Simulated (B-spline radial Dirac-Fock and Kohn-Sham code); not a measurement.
**Form factor and incoherent scattering function of Gd⁵⁵⁺**

System: Gd⁵⁵⁺ in the configuration [He] 2s2 2p5.

The run's input, task.json:

```json
{"items": [{
  "Z": 64,
  "q": 55,
  "cfg": [[1, 0, 2], [2, 0, 2], [2, 1, 5]],
  "A": 158,
  "rrms": 5.1569,
  "do": ["scatter"],
  "s": [0.0, 0.07, 0.09, 0.11, 0.14, 0.17, 0.21, 0.26, 0.31, 0.39, 0.47, 0.58, 0.72, 0.88, 1.09, 1.34, 1.64, 2.02, 2.48, 3.06, 3.76, 4.62, 5.68],
  "pz": [0, 0.1, 0.14, 0.19, 0.27, 0.38, 0.53, 0.74, 1.0, 1.4, 2.0, 2.8, 3.9, 5.5, 7.7, 11.0, 15.0, 21.0, 29.0, 41.0, 57.0],
  "hv_scatter": [1000, 5000, 10000, 30000, 50000, 200000, 500000, 1000000]
}]}
```

Command: `python xray_run.py task.json out`

These are calculated numbers from a B-spline atomic structure program; the model is configuration-average Dirac-Fock orbitals. f₀ is the Fourier transform of the spherical electron density, S the Waller-Hartree incoherent function, and s = sin θ/λ. The electron scattering factor follows from the Mott-Bethe formula f_e = 0.023934 Å⁻¹·(Z − f₀)/s².

```
s (Å⁻¹)     f₀      S  f_e (Å)
      0  9.000  0.000        –
   0.07  8.998  0.003  268.657
   0.09  8.996  0.004  162.525
   0.11  8.995  0.006  108.801
   0.14  8.991  0.010   67.172
   0.17  8.987  0.015   45.560
   0.21  8.981  0.023   29.860
   0.26  8.970  0.036   19.483
   0.31  8.958  0.051   13.708
   0.39  8.934  0.080    8.665
   0.47  8.904  0.116    5.970
   0.58  8.854  0.176    3.923
   0.72  8.777  0.268    2.550
   0.88  8.670  0.396    1.710
   1.09  8.500  0.597    1.118
   1.34  8.260  0.879    0.743
   1.64  7.923  1.269    0.499
   2.02  7.436  1.818    0.332
   2.48  6.788  2.527    0.223
   3.06  5.935  3.421    0.148
   3.76  4.938  4.406    0.100
   4.62  3.871  5.394    0.067
   5.68  2.874  6.266    0.045
```

f₀ starts at the number of electrons, 9, and has fallen to half at s ≈ 4.11 Å⁻¹. The sum of ⟨r²⟩ over the electrons is 0.05935 bohr². For an ion f_e diverges as s goes to zero, because of the net charge.
